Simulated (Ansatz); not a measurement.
Harmonic frequencies (cm⁻¹) at PBE0-D4/def2-TZVP from Ansatz: 266, 365, 526, 565, 1009, 1347.

Task: Which molecule is it?
A. `N#CB(F)Cl`
B. `B[Se]C`
C. `CCOBF`
D. `FB(Cl)Cl`

Result: D.
